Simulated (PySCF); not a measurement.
Sn(Cl)(OMe) (CH3ClOSn), SMILES C[O][Sn][Cl] (connectivity only; charge and spin as stated), neutral, multiplicity 1.

Geometry: PBE0-D3(BJ)/def2-SVP. The def2 effective core potentials stand for the cores of Sn; spin–orbit coupling is left out. One conformer was computed; it need not be the lowest.

Level of theory: PBE0/def2-TZVP in PySCF.

Symmetry labels are those of the subgroup Cs that the program uses (full group Cs).

Computed valence orbital energies around the gap with their symmetry:
| orbital | symmetry | energy (eV) |
|---|---|---|
| HOMO−7 | A" | -12.24 |
| HOMO−6 | A' | -12.19 |
| HOMO−5 | A' | -11.36 |
| HOMO−4 | A" | -8.92 |
| HOMO−3 | A' | -8.76 |
| HOMO−2 | A' | -8.39 |
| HOMO−1 | A" | -7.96 |
| HOMO | A' | -7.87 |
| LUMO | A" | -2.57 |
| LUMO+1 | A' | -0.64 |
| LUMO+2 | A' | -0.08 |
| LUMO+3 | A' | 2.04 |
